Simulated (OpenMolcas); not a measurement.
## N, P, As, Sb, Bi: ns² np³ down the group

| Property | Result |
| --- | --- |
| Program | OpenMolcas |
| Method | RASSCF |
| Basis | ANO-R2 |
| Scalar Hamiltonian | X2C, finite nucleus |
| Spin-orbit coupling | RASSI with atomic mean-field integrals over the reference wave functions, term energies averaged over their components |

Active space for each ion: 5 electrons in 9 orbitals (RAS2 s p; RAS3 d, at most 2 electrons).

Computed levels in cm-1 above ⁴S°_3/2:

| Level | N | P | As | Sb | Bi |
| --- | --- | --- | --- | --- | --- |
| ²D°_3/2 | 22545 | 14601 | 13915 | 11830 | 11904 |
| ²D°_5/2 | 22545 | 14609 | 14136 | 12902 | 16297 |
| ²P°_3/2 | 33447 | 22760 | 22342 | 21375 | 31926 |
| ²P°_1/2 | 33449 | 22757 | 22081 | 19975 | 23458 |
| weight of ⁴S° in the lowest level (%) | 100 | 100 | 100 | 98 | 76 |

Mixed levels, with the weight of the term that names them: Bi ²D°_3/2 (68 %), Bi ²P°_3/2 (68 %).

Measured, with the error of the calculation in %. Measured levels: N, P, As, Sb, Bi from NIST Handbook of Basic Atomic Spectroscopic Data.

| Level | N | P | As | Sb | Bi |
| --- | --- | --- | --- | --- | --- |
| ²D°_3/2 | 19233 (+17.2) | 11361 (+28.5) | 10593 (+31.4) | 8512 (+39.0) | 11419 (+4.3) |
| ²D°_5/2 | 19224 (+17.3) | 11377 (+28.4) | 10915 (+29.5) | 9854 (+30.9) | 15438 (+5.6) |
| ²P°_3/2 | 28839 (+16.0) | 18748 (+21.4) | 18648 (+19.8) | 18464 (+15.8) | 33165 (-3.7) |
| ²P°_1/2 | 28839 (+16.0) | 18723 (+21.5) | 18186 (+21.4) | 16395 (+21.8) | 21661 (+8.3) |

Without spin-orbit coupling ²D° lies 22545, 14607, 14069, 12512, 12146 cm-1 above ⁴S° in that order; the difference to the level ²D°_3/2, of either sign, comes from spin-orbit coupling, which also lowers the zero.

Without dynamic correlation excited terms often stand tens of per cent too high (terms of higher spin than the ground term too low), and those without a measured partner can miss by more than the paired ones (holds for N; P; As). Active for correlation alone: 3d; no level in the range computed is led by a configuration that fills it, so any true level of that kind is missing (holds for N; P). Some high roots are left out of the spin-orbit mixing, which shifts the levels that they would mix with (holds for As; Sb). Active for correlation alone: 4d; no level in the range computed is led by a configuration that fills it, so any true level of that kind is missing (holds for As). Active for correlation alone: 5d; no level in the range computed is led by a configuration that fills it, so any true level of that kind is missing (holds for Sb). Active for correlation alone: 6d; no level in the range computed is led by a configuration that fills it, so any true level of that kind is missing (holds for Bi). Computed and measured levels are paired by configuration, term and J; levels that our copy of the source lacks, or whose pairing is in doubt (as where it misses far off the trend of its configuration), stay unpaired and out of the deviations. Only configurations of the active space appear.

° marks odd parity.
